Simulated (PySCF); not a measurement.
C3H7O, SMILES [OH+]=C(C)C, charge +1. Geometry optimised at PBE-D3(BJ)/def2-SVP. The isomer is the one that the SMILES or the coordinates give; other isomers of the formula were not compared.

Method: PySCF 2.14.0 with PBE-D3(BJ)/def2-SVP.

Harmonic wavenumbers (cm⁻¹): 107, 134, 393, 474, 500, 695, 839, 885, 909, 1021, 1033, 1122, 1277, 1290, 1327, 1347, 1375, 1392, 1454, 1569, 2945, 2956, 3039, 3048, 3101, 3125, 3542. Rotational constants (GHz): 9.707, 8.326, 4.747; symmetry number 1.

### Question
Work out the zero-point energy and the ideal-gas rigid-rotor harmonic-oscillator thermochemistry at 298.15 K and 1 atm.

### Answer
ZPE = ½ Σ hcν = ½ × 40898 cm⁻¹ = 58.47 kcal/mol. H − E(el) = 62.49 kcal/mol. Entropy in cal/(mol K): translation 38.15, rotation 24.24, vibration 9.75, total 72.14. G − E(el) = 40.98 kcal/mol. Cp = 20.20 cal/(mol K). Modes under 150 cm⁻¹ make the vibrational entropy uncertain.
